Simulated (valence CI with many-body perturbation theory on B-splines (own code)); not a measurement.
# Re61+: electric-dipole lines

Method: valence CI with perturbative core correlation (CI+MBPT): four valence electrons over a frozen Dirac-Fock core [Ne], radial functions for each j: 11 s, 11 p, 10 d, 8 f, 5 g, 2 h, with the one-electron correlation potential Σ1 (screened to all orders), the two-electron term Σ2, the three-electron term Σ3, Breit, model QED; selected single and double excitations, second order for the rest, scaled by the run's own slope (own B-spline code, finite nucleus).

No measured spectrum was set against this ion. As an estimate, large intervals hold to a few tenths of a per cent, small ones and those within an open d or f shell to about a per cent. Among the levels kept, up to 590 cm⁻¹ of a level comes from second order outside the variational space, and about a tenth of that is noise between levels of different J, which matters for small intervals.

Lines 201 to 250 of 576 in falling wavelength, among levels below 1821.3 eV, chosen from the strongest by gf and those to the six lowest levels. Wavelengths and rates use the calculated energies. Electric multipoles are in the length gauge with retardation, E1 and E2 with the static RPA response of the core. Weak lines are less certain than strong ones. Lines between different terms over intervals too small for the method are left out, as are lines whose strength nearly cancels. The highest levels of a list are the least certain.

Levels are named by their leading jj configuration (3d3/2^4 stands for four electrons in 3d with j = 3/2), which in mixed levels can hold well under half, so a name can repeat and another be missing. Letters in brackets count levels of one name in rising energy.

```
λ vac (nm)                           Upper                           Lower   A (s⁻¹)  S (a.u.) with core polarisation  S without
     3.627          (3s 3p1/2 3d5/2^2) J=5      (3s 3p1/2 3p3/2 3d5/2) J=5  1.48e+11                         3.82e-02   3.87e-02
     3.627      (3s 3p1/2 3d5/2^2) J=2 [a]  (3s 3p1/2 3p3/2 3d5/2) J=2 [a]  4.18e+11                         4.93e-02   4.99e-02
     3.623       (3p1/2^2 3d3/2 3d5/2) J=3                (3s 3p3/2^3) J=2  1.48e+11                         2.43e-02   2.47e-02
     3.620  (3s 3p1/2 3p3/2 3d5/2) J=4 [c]          (3s 3p1/2 3p3/2^2) J=3  2.40e+11                         5.05e-02   5.11e-02
     3.613  (3s 3p1/2 3p3/2 3d5/2) J=3 [b]      (3s 3p1/2 3p3/2^2) J=2 [a]  1.25e+11                         2.04e-02   2.07e-02
     3.606          (3s 3p1/2^2 3d5/2) J=2          (3s 3p1/2^2 3p3/2) J=2  5.31e+10                         6.15e-03   6.23e-03
     3.605              (3s^2 3d5/2^2) J=4          (3s^2 3p3/2 3d5/2) J=4  1.76e+11                         3.66e-02   3.70e-02
     3.605              (3s^2 3d5/2^2) J=2          (3s^2 3p3/2 3d5/2) J=2  4.86e+11                         5.62e-02   5.69e-02
     3.592      (3s 3p3/2^2 3d5/2) J=2 [b]                (3s 3p3/2^3) J=2  2.27e+11                         2.59e-02   2.62e-02
     3.585      (3s 3p3/2^2 3d5/2) J=3 [c]                (3s 3p3/2^3) J=2  4.70e+11                         7.48e-02   7.57e-02
     3.575      (3s 3p1/2 3d5/2^2) J=3 [a]  (3s 3p1/2 3p3/2 3d5/2) J=3 [a]  1.14e+11                         1.80e-02   1.82e-02
     3.560      (3s 3p1/2 3d5/2^2) J=1 [a]  (3s 3p1/2 3p3/2 3d5/2) J=1 [a]  2.01e+11                         1.35e-02   1.36e-02
     3.538  (3s 3p1/2 3d3/2 3d5/2) J=3 [b]  (3s 3p1/2 3p3/2 3d3/2) J=3 [a]  6.84e+10                         1.05e-02   1.06e-02
     3.534      (3s 3p1/2 3d5/2^2) J=4 [a]  (3s 3p1/2 3p3/2 3d5/2) J=4 [a]  1.76e+11                         3.46e-02   3.50e-02
     3.459  (3s 3p1/2 3p3/2 3d5/2) J=3 [c]      (3s 3p1/2 3p3/2^2) J=2 [a]  1.40e+11                         2.00e-02   2.02e-02
     2.454      (3s 3p3/2^2 3d5/2) J=4 [a]          (3s^2 3p3/2 3d5/2) J=3  3.74e+11                         2.46e-02   2.49e-02
     2.427       (3p1/2 3p3/2^2 3d5/2) J=3  (3s 3p1/2 3p3/2 3d5/2) J=2 [d]  2.14e+11                         1.06e-02   1.07e-02
     2.391  (3s 3p1/2 3p3/2 3d3/2) J=2 [a]          (3s^2 3p1/2 3d3/2) J=2  1.64e+10                         5.51e-04   5.59e-04
     2.390       (3p1/2 3p3/2^2 3d5/2) J=3  (3s 3p1/2 3p3/2 3d5/2) J=2 [c]  2.33e+11                         1.10e-02   1.11e-02
     2.386          (3s 3p3/2^2 3d5/2) J=0          (3s^2 3p3/2 3d5/2) J=1  8.35e+11                         5.60e-03   5.68e-03
     2.359      (3s 3p1/2 3p3/2^2) J=2 [a]          (3s^2 3p1/2 3p3/2) J=2  1.76e+10                         5.70e-04   5.79e-04
     2.359   (3p1/2 3p3/2^2 3d5/2) J=4 [b]  (3s 3p1/2 3p3/2 3d5/2) J=3 [d]  4.94e+11                         2.88e-02   2.92e-02
     2.358      (3s 3p3/2^2 3d3/2) J=1 [a]          (3s^2 3p3/2 3d3/2) J=0  3.72e+11                         7.22e-03   7.32e-03
     2.353      (3s 3p3/2^2 3d3/2) J=1 [a]          (3s^2 3p3/2 3d3/2) J=1  2.81e+11                         5.42e-03   5.50e-03
     2.352  (3s 3p1/2 3p3/2 3d5/2) J=2 [a]          (3s^2 3p1/2 3d5/2) J=2  2.77e+11                         8.90e-03   9.03e-03
     2.347      (3s 3p3/2^2 3d3/2) J=2 [a]          (3s^2 3p3/2 3d3/2) J=1  4.51e+11                         1.44e-02   1.46e-02
     2.346      (3s 3p3/2^2 3d3/2) J=3 [a]          (3s^2 3p3/2 3d3/2) J=2  5.18e+11                         2.31e-02   2.34e-02
     2.346  (3s 3p1/2 3p3/2 3d3/2) J=1 [a]          (3s^2 3p1/2 3d3/2) J=2  2.09e+10                         3.99e-04   4.05e-04
     2.323          (3s 3p3/2^2 3d5/2) J=5          (3s^2 3p3/2 3d5/2) J=4  6.25e+11                         4.25e-02   4.32e-02
     2.321  (3s 3p1/2 3p3/2 3d3/2) J=3 [a]          (3s^2 3p1/2 3d3/2) J=2  1.85e+10                         8.00e-04   8.12e-04
     2.318      (3s 3p1/2 3p3/2^2) J=2 [a]          (3s^2 3p1/2 3p3/2) J=1  5.89e+11                         1.81e-02   1.84e-02
     2.309   (3p1/2 3p3/2^2 3d5/2) J=4 [a]  (3s 3p1/2 3p3/2 3d5/2) J=3 [c]  1.22e+12                         6.65e-02   6.74e-02
     2.307   (3p1/2 3p3/2^2 3d3/2) J=1 [a]  (3s 3p1/2 3p3/2 3d3/2) J=1 [c]  8.02e+11                         1.46e-02   1.48e-02
     2.303      (3s 3p3/2^2 3d5/2) J=4 [a]          (3s^2 3p3/2 3d5/2) J=4  5.46e+11                         2.96e-02   3.01e-02
     2.301       (3p1/2 3p3/2^2 3d5/2) J=5  (3s 3p1/2 3p3/2 3d5/2) J=4 [c]  1.02e+12                         6.74e-02   6.84e-02
     2.300  (3s 3p1/2 3p3/2 3d3/2) J=2 [b]          (3s^2 3p1/2 3d3/2) J=2  5.33e+10                         1.60e-03   1.62e-03
     2.300   (3p1/2 3p3/2^2 3d3/2) J=1 [b]  (3s 3p1/2 3p3/2 3d3/2) J=0 [b]  3.33e+11                         6.00e-03   6.08e-03
     2.299       (3p1/2 3p3/2^2 3d5/2) J=3  (3s 3p1/2 3p3/2 3d5/2) J=3 [c]  4.12e+11                         1.73e-02   1.75e-02
     2.291          (3s 3p3/2^2 3d3/2) J=4          (3s^2 3p3/2 3d3/2) J=3  1.17e+12                         6.27e-02   6.36e-02
     2.287   (3p1/2 3p3/2^2 3d5/2) J=4 [b]  (3s 3p1/2 3p3/2 3d5/2) J=4 [c]  3.04e+11                         1.62e-02   1.64e-02
     2.287  (3s 3p1/2 3p3/2 3d3/2) J=2 [a]          (3s 3p1/2^2 3p3/2) J=1  2.85e+11                         8.41e-03   8.53e-03
     2.282       (3p1/2 3p3/2^2 3d3/2) J=0  (3s 3p1/2 3p3/2 3d3/2) J=1 [c]  2.05e+12                         1.20e-02   1.22e-02
     2.280   (3p1/2 3p3/2^2 3d3/2) J=1 [b]  (3s 3p1/2 3p3/2 3d3/2) J=1 [d]  3.56e+11                         6.25e-03   6.34e-03
     2.280   (3p1/2 3p3/2^2 3d3/2) J=1 [a]  (3s 3p1/2 3p3/2 3d3/2) J=1 [b]  2.95e+11                         5.18e-03   5.26e-03
     2.277          (3s 3p1/2 3p3/2^2) J=3          (3s^2 3p1/2 3p3/2) J=2  4.03e+11                         1.64e-02   1.67e-02
     2.276       (3p1/2 3p3/2^2 3d5/2) J=0  (3s 3p1/2 3p3/2 3d5/2) J=1 [b]  1.75e+12                         1.02e-02   1.03e-02
     2.274   (3p1/2 3p3/2^2 3d5/2) J=4 [b]  (3s 3p1/2 3p3/2 3d5/2) J=3 [c]  1.09e+11                         5.72e-03   5.80e-03
     2.273   (3p1/2 3p3/2^2 3d3/2) J=3 [b]  (3s 3p1/2 3p3/2 3d3/2) J=2 [e]  1.75e+12                         7.09e-02   7.20e-02
     2.272   (3p1/2 3p3/2^2 3d3/2) J=2 [c]  (3s 3p1/2 3p3/2 3d3/2) J=1 [d]  6.99e+11                         2.02e-02   2.05e-02
     2.271   (3p1/2 3p3/2^2 3d3/2) J=3 [a]  (3s 3p1/2 3p3/2 3d3/2) J=3 [c]  2.85e+11                         1.15e-02   1.17e-02
```
